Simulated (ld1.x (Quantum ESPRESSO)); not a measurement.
Which change was made? (Ni, TM)

```json
{
 "Element": "nickel (Ni)",
 "Generator": "ld1.x (Quantum ESPRESSO) 7.5",
 "Type": "norm-conserving Troullier–Martins (Kleinman–Bylander form)",
 "Functional": "PBE",
 "Relativity": "fully relativistic",
 "Frozen core": "[Ne]",
 "Valence charge": "18",
 "Reference configuration": "3s2 3p6 3d8 4s2 4p0",
 "Partial waves": "3s (bound): rc 0.95 bohr; 3p (bound): rc 0.95 bohr; 3d (bound): rc 1.35 bohr",
 "Local potential": "the d channel",
 "Core correction": "none"
}
```

Open shells are filled in proportion to 2j + 1 (rel_dist='average').

Occupied shells without a wave of their own: 4s. They enter only through the test configuration that unscreens the potential.

Cutoffs, loose and tight: the cutoffs (Ry, on a coarse ladder) from which the occupation-weighted sum of valence levels, in a spherical-Bessel basis at the reference potential, stays within 10 and 1 mRy of its value at 400 Ry. They do not see the model core or the augmentation charge, which bear on the density cutoff. Test errors are all-electron minus pseudo excitation energies from the reference, over the configurations 3s2 3p6 3d8 4s1 4p0; 3s2 3p6 3d8 4s0 4p0; 3s2 3p6 3d7 4s0 4p0; 3s2 3p6 3d8 4s1.5 4p0; 3s2 3p6 3d8 4s0 4p2; 3s1 3p6 3d8 4s2 4p0; 3s2 3p6 3d9 4s0 4p0; variants that change the core or the reference have their own tests.

The base gives: outcome: generated; cutoff, loose: 180 Ry; cutoff, tight: 300 Ry; bound ghosts: none; largest test error (meV): -191.

Problem. After one change the result is: outcome: generated, misses its reference levels by 0.36 eV; bound ghosts: not determined; largest test error (meV): -2043. Which change was it?
A. wave 3d (bound): rc 1.35 bohr becomes 3d (bound): rc 1.76 bohr
B. wave 3d (bound): rc 1.35 bohr becomes 3d (bound): rc 1.16 bohr
C. wave 3d (bound): rc 1.35 bohr becomes 3d (bound): rc 1.02 bohr
D. wave 3d (bound): rc 1.35 bohr becomes 3d (bound): rc 1.28 bohr
E. wave 3d (bound): rc 1.35 bohr becomes 3d (bound): rc 1.48 bohr

Solution. C. The others give: wave 3d (bound): rc 1.35 bohr becomes 3d (bound): rc 1.16 bohr → outcome: generated, misses its reference levels by 0.16 eV; bound ghosts: none; largest test error (meV): -1020 | wave 3d (bound): rc 1.35 bohr becomes 3d (bound): rc 1.28 bohr → outcome: generated; bound ghosts: none; largest test error (meV): -381 | wave 3d (bound): rc 1.35 bohr becomes 3d (bound): rc 1.76 bohr → outcome: generated, misses its reference levels by 0.28 eV; cutoff, loose: 160 Ry; cutoff, tight: 260 Ry; bound ghosts: none; largest test error (meV): +811 | wave 3d (bound): rc 1.35 bohr becomes 3d (bound): rc 1.48 bohr → outcome: generated, misses its reference levels by 0.18 eV; cutoff, loose: 180 Ry; cutoff, tight: 260 Ry; bound ghosts: none; largest test error (meV): +507.
